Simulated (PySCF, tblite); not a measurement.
**Question.** Write Cartesian coordinates for `C=CP(C)CC#N` as optimised with GFN2-xTB.

**Answer.** 
```
atom  x, y, z in Å
C1     2.0078    0.0145    0.9500
C2     1.4063    0.3289   -0.1855
P3     0.1486   -0.6672   -1.0432
C4    -0.6800   -1.4955    0.3866
C5    -1.0909    0.7343   -1.3095
C6    -1.3234    1.4478   -0.0933
N7    -1.4819    1.9845    0.9052
H8     1.7467   -0.8623    1.5186
H9     2.7871    0.6328    1.3659
H10    1.7185    1.2044   -0.7447
H11   -0.8640   -0.7928    1.1980
H12   -1.6225   -1.9209    0.0443
H13   -0.0472   -2.3092    0.7354
H14   -2.0239    0.3008   -1.6799
H15   -0.6856    1.4079   -2.0697
```

Orientation and origin are arbitrary. Atoms count from 1 in this order. The 3 C–P bonds span 1.819 Å (C2–P3, drawn single) to 1.890 Å (P3–C5, drawn single), a spread of 0.071 Å. P3 (phosphine phosphorus) is pyramidal (angles 101.0°, 98.5° and 96.5°, sum 296.0°, 0.89 Å off the plane of its three neighbours). Of the pairs four or more bonds apart, C6···H11 is among the closest relative to their van der Waals radii: 2.63 Å, 91 % of the sum of Bondi's values. The 2 C–C bonds span 1.323 Å (C1=C2, drawn double) to 1.429 Å (C5–C6, drawn single), a spread of 0.106 Å.

Bonds between heavy atoms (Å): C1=C2 1.323, C2–P3 1.819, P3–C4 1.848, P3–C5 1.890, C5–C6 1.429, C6≡N7 1.145.

Computed geometry: GFN2-xTB, gas phase.

Point group: C1 (no symmetry element, even within 0.4 Å). Its GFN2-xTB frequencies are all real (lowest 56 cm⁻¹). One conformer, not necessarily the lowest (C1–C2–P3–C4 31°, C2–P3–C5–C6 -50°). 3 starts were optimised and ended at 0.00, 0.04 and 1.50 kcal/mol (GFN2-xTB); the lowest of these is shown.
